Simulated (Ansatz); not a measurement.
**Ligand exchange: CH3I + BH2I → I2 + BH2(CH3)**

Species: CH3I (methyl iodide) `CI`, singlet; BH2I `BI`, singlet; I2 (iodine), singlet; BH2(CH3), singlet. The partners trade CH3 for I: I–CH3 and B–I bonds give way to I–I and B–CH3.

Shapes, held fixed at every level: PBE0-D4/def2-TZVP. Programs: Ansatz 0.2.0. The zero-point and thermal change to 298 K, harmonic and unscaled (PBE0-D4/def2-TZVP), is -0.5 kJ/mol.

```tsv
level	kind	ΔH(298 K) (kJ/mol)	less CCSD(T)/def2-TZVPP
HF/def2-TZVPP	Hartree–Fock	+13.5	-21.7
SPW92/def2-TZVPP	LDA	+16.8	-18.4
r2SCAN0-D4/def2-TZVPP	global hybrid	+17.6	-17.6
wB97M-V/def2-TZVPP	range-separated hybrid	+14.2	-21.0
CCSD/def2-SVP	coupled cluster or CI	+23.5	-11.7
CCSD/def2-TZVPP	coupled cluster or CI	+31.3	-3.9
CCSD(T)/def2-TZVPP	coupled cluster or CI	+35.2	0.0
```

The highest level, CCSD(T)/def2-TZVPP, gives ΔH(298 K) = +35.2 kJ/mol; the levels span +13.5 to +35.2. The column of differences is taken from that level and isn't an error. No measured value is set beside it here. For atoms past krypton def2 sets carry core potentials with scalar relativity. Correlated rows may include outer-core shells of I, which these sets cover unevenly.
